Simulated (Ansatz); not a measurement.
Species: CH2BF3O2, charge 0, multiplicity 1. 
Geometry from a B3LYP-D3(BJ)/def2-TZVP (Ansatz, a program for electronic structure) optimisation:
```xyz
9

O     -1.1700     1.4440    -0.7618
B     -0.9302     0.3113    -0.0721
O     -1.9169    -0.4040     0.5180
C      0.6099    -0.1762     0.0295
F      0.7095    -1.3318     0.7528
F      1.4023     0.7288     0.6424
F      1.1549    -0.4325    -1.1788
H     -2.1014     1.6924    -0.7937
H     -1.6116    -1.1929     0.9796
```

Basis-set convergence of Hartree-Fock and CCSD(T) correlation energies (hartree) with Ansatz. Cores are frozen in the correlated levels unless marked. Spin-orbit coupling is left out. Non-relativistic.

```csv
basis,functions,E(HF),"E(corr, CCSD(T))"
cc-pVDZ,108,-511.91579,-1.18242
cc-pVTZ,238,-512.08768,-1.53586
cc-pVQZ,445,-512.12773,-1.65844
```

Extrapolating the two largest sets (X = 3 and 4) as X^-3: E(corr) = (64·(-1.65844) - 27·(-1.53586))/37 = -1.7479 Eh, an estimate of the basis-set limit. The largest set recovers 94.9 % of it, the smallest 67.6 %.
